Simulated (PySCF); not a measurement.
F₄H₂OTi, SMILES [OH2]->[Ti]([F])([F])([F])[F], multiplicity 1. Atoms are numbered in the order given.

```xyz
8

Ti    -0.2391     0.0096     0.0000
F      0.1745    -0.7818     1.5091
F      0.1745    -0.7818    -1.5091
F     -0.1649     1.7400     0.0000
F     -1.9504    -0.2500     0.0000
O      2.0475     0.1387     0.0000
H      2.3884    -0.3291    -0.7733
H      2.3884    -0.3291     0.7733
```
Charge 0, spin multiplicity 1.

Geometry: PBE0-D3(BJ)/def2-SVP. The multiplicity is an assumed one; other spin states were not compared.

Method: TDA-PBE/def2-SVPD (PySCF 2.14.0).

Vertical excitations.  State labels are in the subgroup Cs.

Computed UV-visible absorptions:
```tsv
state	symmetry	energy (eV)	λ (nm)	f	main pairs
S1	A"	5.46	227	0.003	HOMO→LUMO 97 %
S2	A'	5.49	226	0.006	HOMO→LUMO+1 98 %
S3	A"	6.13	202	0.000	HOMO−2→LUMO 72 %, HOMO−1→LUMO+1 28 %
S4	A"	6.21	200	0.002	HOMO−1→LUMO+1 66 %, HOMO−2→LUMO 26 %
S5	A'	6.31	196	0.003	HOMO−1→LUMO 40 %, HOMO−2→LUMO+1 32 %, HOMO−3→LUMO 23 %
S6	A"	6.48	191	0.002	HOMO−3→LUMO+1 88 %
S7	A'	6.49	191	0.005	HOMO−3→LUMO 69 %, HOMO−1→LUMO 18 %
S8	A'	6.61	187	0.014	HOMO−2→LUMO+1 36 %, HOMO−5→LUMO 24 %, HOMO−1→LUMO 16 %, HOMO−4→LUMO+1 7 %
S9	A"	6.68	186	0.000	HOMO→LUMO+2 82 %, HOMO−4→LUMO 17 %
S10	A'	6.69	185	0.002	HOMO−4→LUMO+1 73 %, HOMO−5→LUMO 19 %
T1	A"	5.33	232	0	HOMO→LUMO 99 %
T2	A'	5.36	231	0	HOMO→LUMO+1 100 %
T3	A'	5.87	211	0	HOMO−1→LUMO 69 %, HOMO−2→LUMO+1 29 %
T4	A'	5.93	209	0	HOMO−2→LUMO+1 70 %, HOMO−1→LUMO 29 %
```
Triplets are in the Tamm–Dancoff approximation.
